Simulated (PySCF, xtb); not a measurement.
HSSi, SMILES [SH+]=[Si] (connectivity only; charge and spin as stated), charge +1, multiplicity 1.

Harmonic wavenumbers (cm⁻¹) from GFN2-xTB in xtb at its own minimum, in rising order: 559, 595, 2292.

### Question
What does PBE-D3(BJ)/def2-TZVP (PySCF) give at its own minimum? (The exact figures need the calculation; the answer reports its results.)

### Answer
484, 599, 2482. Paired by order, the mean absolute difference is 90 cm⁻¹ and the zero-point energies are 4.9 and 5.1 kcal/mol.
